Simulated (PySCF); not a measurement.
Computed IR spectrum (relative IR intensity) of a molecule C₅H₅FSi. The structure is a stationary point at PBE-D3(BJ)/def2-SVP. The values are those of a single conformer. These are PBE-D3(BJ)/def2-SVP (PySCF 2.14.0) values and carry that method's errors. Frequencies are harmonic and unscaled.

```
ν (cm⁻¹)  relative intensity
--------  ------------------
292                      2.8
329                       11
373                       12
395                       30
545                      8.0
655                       40
696                       23
711                       25
723                       26
771                       55
795                      100
884                       84
1220                      15
1373                     2.9
2091                      55
3389                      47
```

Question: Pick the molecule that these values belong to.
(A) C#CC[Si@@H](F)C#C
(B) C#C[SiH2][C@H](F)C#C
(C) C#C[Si](C)(F)C#C
(D) C#CC([SiH3])=C=CF

Answer: C, C#C[Si](C)(F)C#C
